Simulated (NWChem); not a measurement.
C2H4BNO2; SMILES N#CCB(O)O

```xyz
10

N      0.3670    -2.5754     0.0000
C     -0.2879    -1.6151     0.0000
C     -0.9950    -0.3407     0.0000
B      0.0236     0.9003     0.0000
O      1.3782     0.7583     0.0000
O     -0.5317     2.1425     0.0000
H     -1.6506    -0.2771    -0.8778
H     -1.6506    -0.2771     0.8778
H      1.6682    -0.1679     0.0000
H      0.1531     2.8297     0.0000
```
Atoms are numbered in this order, from 1.

Results from NWChem. Pople sets run with spherical d functions. The geometry was optimised at B3LYP/6-31G* (spherical d). Atomic charges in e: unrestrained fits to the electrostatic potential beside Mulliken populations; buried atoms are poorly determined by the fit.

For level Hartree-Fock/6-31G*:

```
Item         Value
-----------  -----
Mulliken N1  -0.42
Mulliken C2   0.25
Mulliken C3  -0.65
ESP B4        0.84
Mulliken B4   0.86
ESP O5       -0.78
Mulliken O5  -0.76
```

Question: Estimate the same quantities for level B3LYP/def2-SVP.

Answer: The Mulliken N1 is 0.03, the Mulliken C2 is -0.31 and the Mulliken C3 is 0.04. The ESP B4 comes out as 0.67 and the Mulliken B4 is -0.04. The ESP O5 is -0.67 and the Mulliken O5 comes out as -0.13.
